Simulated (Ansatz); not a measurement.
A nudged elastic band was laid between two geometries of BH4OSb (7 atoms, charge 0, multiplicity 1).

All numbers below come from RKS B3LYP/def2-SVPD (Ansatz 0.2.0).

```yaml
movable_images: 5
climbing_image: yes
spring: 5.0 eV/Å²
optimiser: quadratic models (default)
start_path: through a guess of the saddle point
force_threshold: 0.05 eV/Å
iteration_limit: 60
end_points: relaxed
```

Image 0:

```xyz
7
Properties=species:S:1:pos:R:3
O -1.341 -0.778 -0.708
B -0.008 -0.581 -0.741
Sb 1.044 1.197 0.250
H -1.844 -0.153 -0.171
H 0.640 -1.370 -1.382
H -0.262 1.475 1.348
H 1.833 0.142 1.359
```

Image 6:

```xyz
7
Properties=species:S:1:pos:R:3
O -1.482 -0.276 -0.605
B -0.140 -0.420 -0.546
Sb 1.097 1.290 0.306
H -1.951 -1.008 -1.025
H 0.390 -1.401 -1.015
H 0.043 1.532 1.643
H 2.103 0.214 1.197
```

Task: Which bonds break or form, and what moves?

Result: No bond is made or broken. The dihedral H4–O1–B2–Sb3 goes from -5 to 176°.

Task: What energy profile does the band end with?

Result: It converged. The highest image is number 4 of 0 to 6, 55.0 kJ/mol above the first end and 54.4 kJ/mol above the last; the last end lies 0.6 kJ/mol above the first. A vibrational analysis at the climbing image gives one clearly imaginary mode, 813i cm⁻¹: a first-order saddle point.

```json
{"image": "0", "path coordinate (Å)": "0.00", "energy (kJ/mol)": "0.0", "dihedral H4–O1–B2–Sb3 (°)": "-5"}
{"image": "1", "path coordinate (Å)": "0.40", "energy (kJ/mol)": "0.7", "dihedral H4–O1–B2–Sb3 (°)": "-6"}
{"image": "2", "path coordinate (Å)": "0.80", "energy (kJ/mol)": "2.7", "dihedral H4–O1–B2–Sb3 (°)": "-2"}
{"image": "3", "path coordinate (Å)": "1.20", "energy (kJ/mol)": "23.9", "dihedral H4–O1–B2–Sb3 (°)": "30"}
{"image": "4", "path coordinate (Å)": "1.60", "energy (kJ/mol)": "55.0", "dihedral H4–O1–B2–Sb3 (°)": "87"}
{"image": "5", "path coordinate (Å)": "2.05", "energy (kJ/mol)": "20.1", "dihedral H4–O1–B2–Sb3 (°)": "143"}
{"image": "6", "path coordinate (Å)": "2.50", "energy (kJ/mol)": "0.6", "dihedral H4–O1–B2–Sb3 (°)": "176"}
```

Task: What is the geometry of the highest image?

Result: 
```xyz
7
Properties=species:S:1:pos:R:3
O -1.424 -0.712 -0.471
B -0.080 -0.568 -0.531
Sb 0.978 1.295 0.282
H -2.122 -0.436 -1.065
H 0.601 -1.432 -1.042
H -0.040 1.427 1.660
H 2.148 0.357 1.122
```

Task: What are the harmonic wavenumbers there?

Result: 813i, 113, 221, 403, 450, 491, 604, 784, 836, 1086, 1291, 1922, 1933, 2534, 3980 cm⁻¹.

Run time: 120 s on 2 threads of AMD EPYC 9R45 (Zen 5), with other jobs on the host, peak memory 0.25 GiB.
